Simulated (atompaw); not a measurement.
**u(r) = r·R(r): atom against pseudo-atom (fluorine (F))**

Columns: radius, all-electron u(r) and pseudo u(r) of the 2p shell (level -11.51 eV) of fluorine in the configuration [He] 2s1.5 2p5.5; LDA (PW92), non-relativistic, PAW (atompaw) scheme, atompaw 4.2.0.5.

```tsv
r (bohr)	all-electron	pseudo
0.077	0.0905	0.0054
0.154	0.2652	0.0214
0.231	0.4457	0.0474
0.308	0.6010	0.0824
0.385	0.7218	0.1250
0.462	0.8082	0.1736
0.538	0.8634	0.2256
0.615	0.8942	0.2805
0.692	0.9049	0.3355
0.769	0.9002	0.3887
0.846	0.8842	0.4382
0.923	0.8601	0.4824
1.000	0.8303	0.5200
1.077	0.7969	0.5497
1.154	0.7614	0.5711
1.231	0.7247	0.5838
1.308	0.6877	0.5880
1.385	0.6510	0.5841
1.462	0.6151	0.5730
1.538	0.5806	0.5561
1.615	0.5468	0.5342
1.692	0.5144	0.5088
1.769	0.4834	0.4815
1.846	0.4539	0.4535
1.923	0.4259	0.4259
2.000	0.3993	0.3993
```

Q: How many radial nodes do the two functions have?

A: The all-electron 2p function has n − l − 1 = 0; the pseudo-wave has 0.

Q: Is the pseudo-wave norm-conserving?

A: No, it belongs to a PAW set: the norm inside the radius is not constrained, and the difference is carried by the augmentation charge.
